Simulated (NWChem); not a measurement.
**TlF (SMILES [F][Tl]): the vertical ionisation energy from total energies**

TlF: 2 atoms, total charge 0, spin state singlet. As SMILES, `[F][Tl]`. The bond length is the measured one.

```
atom   x (Å)   y (Å)   z (Å)
   F  0.0000  0.0000  0.0000
  Tl  0.0000  0.0000  2.0844
```

Both states at this one shape; open shells run unrestricted unless said. 1 Eh = 27.2114 eV.

```
                                level  program  singlet TlF (Eh)  doublet TlF+ (Eh)
      M06-2X/LANL2DZ (core potential)   NWChem       -151.342311        -150.982571
 CAM-B3LYP/def2-SVPD (core potential)   NWChem       -272.282025        -271.842209
CAM-B3LYP/def2-TZVPD (core potential)   NWChem       -272.403871        -271.966870
```

Question: Work out the vertical ionisation energy at each level.

Answer: 
1. M06-2X/LANL2DZ (core potential): -150.982571 − (-151.342311) = 0.359740 Eh = 9.79 eV.
2. CAM-B3LYP/def2-SVPD (core potential): -271.842209 − (-272.282025) = 0.439816 Eh = 11.97 eV.
3. CAM-B3LYP/def2-TZVPD (core potential): -271.966870 − (-272.403871) = 0.437001 Eh = 11.89 eV.

No measured value is set beside it here; the levels span 9.79 to 11.97 eV. Spin-orbit coupling, which splits open shells on such heavy atoms by tenths of an eV, is left out.
